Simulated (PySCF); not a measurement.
Core-level binding energies of GeEtBr3

Compound: GeEtBr3, C2H5Br3Ge.
Z-matrix (Å and degrees, PBE0-D3(BJ)/def2-SVP geometry), rows numbered from 1:
```
Ge
C   1  1.9458
C   2  1.5200  1  113.48
H   2  1.1020  1  105.46  3  -123.34
H   2  1.1020  1  105.43  3   123.27
H   3  1.1010  2  110.40  1   179.98
H   3  1.1003  2  111.55  1   -60.34
H   3  1.1005  2  111.56  1    60.35
Br  1  2.3001  2  111.22  3    57.22
Br  1  2.3001  2  111.21  3   -62.35
Br  1  2.2976  2  111.27  3   177.47
```

Theory: delta-SCF UKS SCAN, pcX-2 on the ionised atom, pcseg-1 elsewhere, spin-free X2C (PySCF). Each binding energy is the total energy of the core-ionised species, with the hole localised on one atom, minus that of the ground state; both are solved self-consistently, so orbital relaxation is included.

List the computed XPS lines with their assignment.

| atom(s) | environment | level | binding energy (eV) | above the level's lowest (eV) | count |
| --- | --- | --- | --- | --- | --- |
| C3 | carbon bonded to C and 3 H | C 1s | 291.20 | +0.11 | 1 |
| C2 | carbon bonded to C, Ge and 2 H | C 1s | 291.09 | 0.00 | 1 |

The 2 C 1s values lie within 0.11 eV of each other; Gaussian lines of 0.5 eV full width would blend them into one maximum.

Which photon energy gives electrons from C 1s of C2 a kinetic energy of 100 eV, and what is their de Broglie wavelength?

hν = 291.09 + 100 = 391.09 eV, recoil neglected; λ = 12.264 Å/√(E/eV) = 1.23 Å.

Give the binding energy of C 1s of C2 in hartree and in kJ/mol.

291.09 eV = 10.6974 Eh = 28086 kJ/mol.

No level of bromine or germanium is listed. Geometry: PBE0-D3(BJ)/def2-SVP; no solvent, vibrations or thermal averaging.
